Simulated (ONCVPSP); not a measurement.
An all-electron radial function and its pseudo partner (Fe)

Columns: radius, all-electron u(r) and pseudo u(r) of the 3p shell (level -60.83 eV) of iron in the configuration [Ne] 3s2 3p6 3d6 4s1.5 4p0.5; PBEsol, scalar-relativistic, ONCV scheme, ONCVPSP 4.0.1.

| r (bohr) | all-electron | pseudo |
| --- | --- | --- |
| 0.075 | -0.4213 | 0.0355 |
| 0.150 | -0.6044 | 0.1364 |
| 0.225 | -0.3827 | 0.2891 |
| 0.300 | 0.0130 | 0.4730 |
| 0.375 | 0.4128 | 0.6645 |
| 0.450 | 0.7378 | 0.8411 |
| 0.525 | 0.9645 | 0.9850 |
| 0.600 | 1.0988 | 1.0854 |
| 0.675 | 1.1566 | 1.1379 |
| 0.750 | 1.1578 | 1.1453 |
| 0.825 | 1.1198 | 1.1145 |
| 0.900 | 1.0566 | 1.0557 |
| 0.975 | 0.9790 | 0.9793 |
| 1.050 | 0.8945 | 0.8948 |
| 1.125 | 0.8087 | 0.8086 |
| 1.200 | 0.7249 | 0.7248 |
| 1.275 | 0.6454 | 0.6453 |
| 1.350 | 0.5715 | 0.5714 |
| 1.425 | 0.5038 | 0.5037 |
| 1.500 | 0.4424 | 0.4423 |
| 1.575 | 0.3873 | 0.3873 |
| 1.650 | 0.3382 | 0.3381 |
| 1.725 | 0.2947 | 0.2946 |
| 1.800 | 0.2563 | 0.2562 |
| 1.875 | 0.2225 | 0.2225 |
| 1.950 | 0.1929 | 0.1929 |

Task: How many radial nodes do the two functions have?

Result: The all-electron 3p function has n − l − 1 = 1; the pseudo-wave has 0, since the states of the same l below it are removed with the core.

Task: At about which radius was the pseudo-wave matched?

Result: 1.25 bohr. The columns agree to 0.0005 from 0.97 bohr on; several derivatives are matched, so the curves merge somewhat inside the radius.

Task: Is the pseudo-wave norm-conserving?

Result: Yes: the ONCV scheme keeps the norm inside the radius equal to the all-electron one, which fixes the energy derivative of the logarithmic derivative at the level.
